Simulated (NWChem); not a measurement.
System: C4H4OS; SMILES Oc1ccsc1

```xyz
10

O      0.3298     2.3362     0.0000
C      0.0810     1.0096     0.0000
C     -1.2193     0.4169     0.0000
C     -1.1656    -0.9515     0.0000
S      0.4481    -1.5237     0.0000
C      1.0855     0.0721     0.0000
H     -0.5050     2.8141     0.0000
H     -2.1510     0.9871     0.0000
H     -1.9991    -1.6523     0.0000
H      2.1574     0.2576     0.0000
```
Atoms are numbered in this order, from 1.

All runs: NWChem. Medium grid unless said otherwise, to which SCAN and Minnesota functionals are sensitive. Coordinates come from a PBE0/def2-SVP optimisation.

### Question
Among these, which level gives the lowest value of “highest occupied level (eV)”?
A. LRC-wPBEh/def2-SVP
B. M06-2X/def2-SVP
C. B3LYP/def2-SVP
D. BHandHLYP/def2-SVP

### Answer
A, LRC-wPBEh/def2-SVP. Values: LRC-wPBEh/def2-SVP -8.01; M06-2X/def2-SVP -7.32; BHandHLYP/def2-SVP -7.11; B3LYP/def2-SVP -5.90
